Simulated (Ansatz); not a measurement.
C2H8GaNSi, 13 atoms. Total charge 0; spin multiplicity 1. Correlated methods include outer-core shells of Ga, which these sets cover unevenly. Scalar relativity is left out up to krypton. The bonds changed during the relaxation, so this is another structure than the one it started from. All runs use 4 threads of an Arm Neoverse V2 on a shared host. Correlated methods freeze the cores.

Problem. How many basis functions does each run have, and how long does it take in Ansatz? direct RPA on PBE orbitals/def2-TZVPP energy; RHF-MP2/def2-TZVPP energy; RKS LC-ωPBE/def2-TZVPP energy; RKS ωB97M-V/def2-TZVPP energy and forces; RKS PBE0-D4/def2-TZVP relaxation (54 steps); RKS ωB97M-V/def2-QZVPP energy; RHF-CCSD(T)/def2-SVP energy; RKS BHLYP-D4/def2-TZVPP energy; RKS BLYP-D4/def2-TZVPP energy; RKS PBE0-D4/def2-TZVP frequencies; RHF-MP2/def2-QZVPP energy; RKS PBE0-D4/def2-QZVPP energy. (An estimate is asked.)

Solution. Computed: Other jobs shared the machine, so times are rough.

```json
{"level": "RKS BLYP-D4/def2-TZVPP", "job": "energy", "functions": "295", "wall time": "2.6 s", "peak host memory (GiB)": "0.45"}
{"level": "RKS LC-ωPBE/def2-TZVPP", "job": "energy", "functions": "295", "wall time": "3.5 s", "peak host memory (GiB)": "0.68"}
{"level": "RKS BHLYP-D4/def2-TZVPP", "job": "energy", "functions": "295", "wall time": "4.5 s", "peak host memory (GiB)": "1"}
{"level": "RHF-MP2/def2-TZVPP", "job": "energy", "functions": "295", "wall time": "5.5 s", "peak host memory (GiB)": "0.85"}
{"level": "direct RPA on PBE orbitals/def2-TZVPP", "job": "energy", "functions": "295", "wall time": "6.5 s", "peak host memory (GiB)": "0.84"}
{"level": "RKS PBE0-D4/def2-QZVPP", "job": "energy", "functions": "570", "wall time": "12 s", "peak host memory (GiB)": "2.8"}
{"level": "RHF-CCSD(T)/def2-SVP", "job": "energy", "functions": "132", "wall time": "13 s", "peak host memory (GiB)": "0.85"}
{"level": "RKS ωB97M-V/def2-TZVPP", "job": "energy and forces", "functions": "295", "wall time": "16 s", "peak host memory (GiB)": "1.3"}
{"level": "RKS ωB97M-V/def2-QZVPP", "job": "energy", "functions": "570", "wall time": "26 s", "peak host memory (GiB)": "3"}
{"level": "RHF-MP2/def2-QZVPP", "job": "energy", "functions": "570", "wall time": "35 s", "peak host memory (GiB)": "4.5"}
{"level": "RKS PBE0-D4/def2-TZVP", "job": "frequencies", "functions": "226", "wall time": "3.6 min", "peak host memory (GiB)": "0.73"}
{"level": "RKS PBE0-D4/def2-TZVP", "job": "relaxation (54 steps)", "functions": "226", "wall time": "3.8 min", "peak host memory (GiB)": "0.76"}
```

LC-ωPBE has ω = 0.4 bohr⁻¹.
